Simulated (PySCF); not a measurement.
Gas-phase reaction: Ge₃H₈ + CH₄ + C₂H₆ → 3 CH₃GeH₃, at 1600 K and a standard pressure of 1 bar. Level: PBE0/def2-QZVP†.

Computed with PySCF and rigid-rotor harmonic-oscillator thermochemistry at 1 bar. † marks an energy on the PBE0/def2-TZVP geometry and frequencies. All species are closed-shell singlets. Ge: all electrons, no relativistic terms. The harmonic model lacks anharmonicity and excited electronic states, which grow with temperature; levels with a mode under 35 cm⁻¹ are left out. Internal rotation in Ge₃H₈, C₂H₆, CH₃GeH₃ is treated as a harmonic vibration of one conformer, which makes the entropy rough.

| species | E (Ha) | H(1600 K) − E (kJ/mol) | S°(1600 K) (J/mol/K) |
|---|---|---|---|
| Ge₃H₈ | -6235.16474 | 449.8 | 699.5 |
| CH₄ | -40.47816 | 213.1 | 284.0 |
| C₂H₆ | -79.75702 | 354.7 | 393.4 |
| CH₃GeH₃ | -2118.45670 | 337.0 | 463.6 |
E: electronic energy; H − E holds the zero-point and thermal terms. 1 Ha = 2625.5 kJ/mol.

Problem. Work out ΔH°, ΔS°, ΔG° and log10 K from these numbers.

Solution. 1. ΔE = 3×(-2118.45670) − 1×(-6235.16474) − 1×(-40.47816) − 1×(-79.75702) = 0.02982 Ha = 78.3 kJ.
2. Δ(H − E) = 3×(337.0) − 1×(449.8) − 1×(213.1) − 1×(354.7) = -6.6 kJ, so ΔH° = 71.7 kJ.
3. ΔS° = 3×(463.6) − 1×(699.5) − 1×(284.0) − 1×(393.4) = 13.9 J/K; the number of gas molecules stays the same.
4. ΔG° = ΔH° − TΔS° = 71.7 − 1600×(13.9)/1000 = 49.5 kJ.
5. log10 K = −ΔG°/(RT ln 10) = -1.62, with RT ln 10 = 30.63 kJ/mol; at standard pressures the reactants are favoured.
6. A shift of 10 kJ in ΔE would move log10 K by 0.33 here.
For scale, ΔH°(298 K) is 66 kJ at this level, 56 kJ at ωB97M-V/def2-TZVP†, and runs from 46 to 83 kJ over the 18 levels computed.
